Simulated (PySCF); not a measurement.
## Radial density of Sm⁵³⁺ (samarium, charge +53)

UHF, [He] 2s2 2p5, 2P determinant. Calculation: PySCF 2.14, in an uncontracted even-tempered set (19 s from 29 bohr⁻², ratio 2.2; 13 p from 37 bohr⁻², ratio 2.2; 6 d from 150 bohr⁻², ratio 2.4; 5 f from 230 bohr⁻², ratio 2.4; 4 g from 340 bohr⁻², ratio 2.4); the spin-free X2C one-electron Hamiltonian (Gaussian nucleus).

| r (bohr) | 4πr²ρ (e/bohr) | 4πr²(ρα − ρβ) |
| --- | --- | --- |
| 0.0212 | 72.59 | 2.2890 |
| 0.0357 | 59.33 | 6.7595 |
| 0.0601 | 77.43 | 11.4495 |
| 0.101 | 57.57 | 7.5377 |
| 0.170 | 8.299 | 1.0124 |
| 0.286 | 0.07675 | 0.0094 |

Densities and radii are taken from the X2C orbitals without a picture-change correction, which distorts them close to the nucleus.

Spin-orbit coupling, absent here, splits the open shell strongly.
